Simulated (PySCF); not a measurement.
Electron correlation in Te²⁺ (tellurium, charge +2)

[Kr] 4d10 5s1 5p2 6s1, high-spin 5P determinant (an excited configuration). Computed with PySCF 2.14 in aug-cc-pVTZ-PP with ECP28MDF, with scalar relativity through the core potential. Frozen: 4s2 4p6 4d10; 4 electrons correlated.

| level | correlation energy (mhartree) |
| --- | --- |
| CCSD | -25.33 |
| (T) | -1.09 |
| CCSD(T) | -26.42 |

Diagnostics: T1 = 0.12, D1 = 0.3520, largest double amplitude 0.178.

Question: Is a single reference adequate?

Answer: Not fully. The outer electron is Rydberg-like, and this basis confines it to a smaller radius and binds it less than a complete one would. T1 exceeds 0.03, a sign that the reference determinant is poor. A double-excitation amplitude exceeds 0.15, a sign of near-degeneracy.
